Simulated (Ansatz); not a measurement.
One change: `[NH2][Sn]([OH])([OH])[Cl]` becomes `[OH][Sn]([OH])([Cl])[Cl]`.

Ansatz, PBE0-D4/def2-TZVP geometries, multiplicity 1. Each molecule was computed in one conformer, which needn't be the lowest.

Elements past krypton have def2 core potentials.

| property | `[NH2][Sn]([OH])([OH])[Cl]` |
| --- | --- |
| LUMO energy (B3LYP/def2-TZVPP) / eV | -1.95 |
| LUMO energy (PBE/def2-TZVPP) / eV | -2.55 |
| HOMO–LUMO gap (PBE/def2-TZVPP) / eV | 4.21 |
| HOMO–LUMO gap (ωB97M-V/def2-TZVPP) / eV | 10.94 |
| size of the dipole moment (ωB97M-V/def2-TZVPP) / D | 1.49 |
| HOMO energy (PBE/def2-TZVPP) / eV | -6.76 |

Task: Give the same properties after the change, and the shifts. (An estimate is asked.)

Result: Computed: 
| property | `[OH][Sn]([OH])([Cl])[Cl]` | shift |
| --- | --- | --- |
| LUMO energy (B3LYP/def2-TZVPP) / eV | -2.74 | -0.79 |
| LUMO energy (PBE/def2-TZVPP) / eV | -3.35 | -0.80 |
| HOMO–LUMO gap (PBE/def2-TZVPP) / eV | 4.49 | 0.28 |
| HOMO–LUMO gap (ωB97M-V/def2-TZVPP) / eV | 11.41 | 0.47 |
| size of the dipole moment (ωB97M-V/def2-TZVPP) / D | 1.92 | 0.43 |
| HOMO energy (PBE/def2-TZVPP) / eV | -7.83 | -1.07 |

With PBE0 the HOMO falls by 1.23 eV and the LUMO falls by 0.81 eV, so the gap widens by about 0.42 eV. PBE moves the HOMO by -1.07 eV and ωB97M-V by -1.18 eV. The zero-point energy changes by -64.1 kJ/mol with -6 modes. Dipoles are sizes alone; their direction can turn.

Positive LUMOs are unbound, so they and the gaps depend on the basis.

B3LYP here is the variant with VWN-RPA as its local correlation; programs differ in this.
